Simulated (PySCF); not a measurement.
Coordinates in bohr (charge 0 multiplicity 1):
```
V     0.0000    0.5402    1.1857
N     0.0000   -0.5158    3.8038
Br    3.8913   -0.1289   -0.7193
Br   -3.8913   -0.1289   -0.7193
```

Method: PySCF, PBE0, basis V def2-SVP, N def2-SVP, Br def2-SVP (no relativity, density fitting).

This geometry of VNBr2 is a stationary point at this level.

(1) What is the point group?

(2) Is it a minimum?

(3) Which band is strongest in the infrared?

(4) What are the dipole moment and the gap between the highest occupied and lowest empty levels?

## Answers

(1) Cs.

(2) Yes: all harmonic wavenumbers are real, though the softest, 47 cm⁻¹, leaves little margin.

(3) 1280 cm⁻¹ (a'), 106 km/mol.

(4) 2.42 D and 3.93 eV.

Stability towards spin polarisation was not tested. Only a few start shapes were tried, so a lower isomer may exist.
